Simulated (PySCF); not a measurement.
# Simulated absorption spectrum

Compound: C5H4F4O.
Z-matrix (Å and degrees, GFN2-xTB geometry), rows numbered from 1:
```
C 
C   1  1.3207
O   2  1.3665  1  128.40
C   3  1.3825  2  118.33  1     4.57
F   4  1.3636  3  105.56  2   166.92
C   4  1.5165  3  113.52  2   -73.42
F   6  1.3446  4  115.29  3   134.66
C   6  1.3294  4  124.97  3   -45.88
F   8  1.3183  6  125.13  4  -179.81
F   8  1.3149  6  123.81  4     1.12
H   1  1.0731  2  119.52  3  -179.64
H   1  1.0752  2  124.23  3     0.29
H   2  1.0796  1  122.99  3  -179.73
H   4  1.1048  3  112.60  2    50.58
```

Computed, not measured: TDDFT CAM-B3LYP/def2-SVPD, vertical, gas phase, core orbitals frozen in the response in PySCF.

Broadening: Gaussians 0.25 eV wide at half height, area fixed by f = 4.319×10⁻⁹ ∫ε dν̃. The width is an assumption, not a result. The curve ends short of the highest state used, and states not computed would add to its high-energy end.

```tsv
λ (nm)	ε (L mol⁻¹ cm⁻¹)
170.5	49115
171.0	46420
171.5	42591
172.0	37926
172.5	32774
173.0	27487
173.6	21401
174.1	16824
174.6	12854
175.1	9556
175.6	6924
176.1	4903
176.6	3412
177.2	2188
177.7	1531
178.2	1119
178.7	882
179.2	769
179.7	738
180.3	764
180.8	812
181.3	867
181.8	920
182.3	962
182.8	993
183.3	1011
183.9	1019
184.4	1015
184.9	1005
185.4	989
185.9	968
186.4	941
186.9	907
187.5	856
188.0	804
188.5	743
189.0	675
189.5	601
190.0	525
190.6	434
191.1	361
191.6	294
192.1	234
192.6	182
193.1	139
193.6	103
194.2	70
194.7	50
195.2	35
195.7	24
196.2	16
196.7	10
197.3	6
197.8	4
198.3	2
198.8	1
```

(1) Locate the maxima and give the states behind the curve.

(2) Coming from long wavelengths, where does ε first pass 100 L mol⁻¹ cm⁻¹?

(3) On this curve, what absorbance would a 10⁻³ mol/L sample give at 193 nm over a 1 cm path?

## Answers

(1) 184 nm (6.74 eV), ε about 1000, made up of S1 (32%) and S2 (68%) (ε in L mol⁻¹ cm⁻¹; maxima over ε = 5, shares over 10%). At its high-energy end, 7.27 eV, the curve is still rising (ε about 49000, from S4 and S5). The states used: S1 6.61 eV (f 0.0064); S2 6.80 eV (f 0.0075); S3 7.16 eV (f 0.018); S4 7.27 eV (f 0.319); S5 7.37 eV (f 0.196); S6 7.56 eV (f 0.076); S7 7.60 eV (f 0.041); S8 7.87 eV (f 0.022).

(2) At about 194 nm (6.40 eV), 0.21 eV below S1.

(3) 193 nm is 6.424 eV, where ε is about 150 L mol⁻¹ cm⁻¹, so A = ε c l ≈ 0.15 (Beer–Lambert, with the gas-phase spectrum and the assumed width).

One conformer stands for the species.
